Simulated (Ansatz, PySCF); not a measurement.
Species: tin monoxide, SnO, net charge 0, singlet state. 
Structure (B3LYP-D3(BJ)/def2-TZVP (Ansatz, a program for electronic structure) minimum search):
```
Sn
O 1 1.8317
```
Charge 0, spin multiplicity 1.

Dipole moments at this geometry, in debye (magnitudes).

| level | program | dipole (D) |
|---|---|---|
| HF/def2-TZVPD | PySCF | 5.40 |
| SVWN5/def2-TZVPD | PySCF | 4.02 |
| BLYP/def2-TZVPD | Ansatz | 4.07 |
| revPBE/def2-TZVPD | Ansatz | 3.98 |
| M06-L/def2-TZVPD | PySCF | 4.13 |
| B97M-V/def2-TZVPD | Ansatz | ___ |
| B3LYP/def2-TZVPD | Ansatz | 4.43 |
| r2SCAN0/def2-TZVPD | Ansatz | 4.50 |
| PW6B95/def2-TZVPD | PySCF | 4.52 |
| CCSD(T)/def2-SVPD | Ansatz | ___ |

**Question.** What belongs in the gaps?

**Answer.** 
- B97M-V/def2-TZVPD, dipole (D): 4.28
- CCSD(T)/def2-SVPD, dipole (D): 4.18
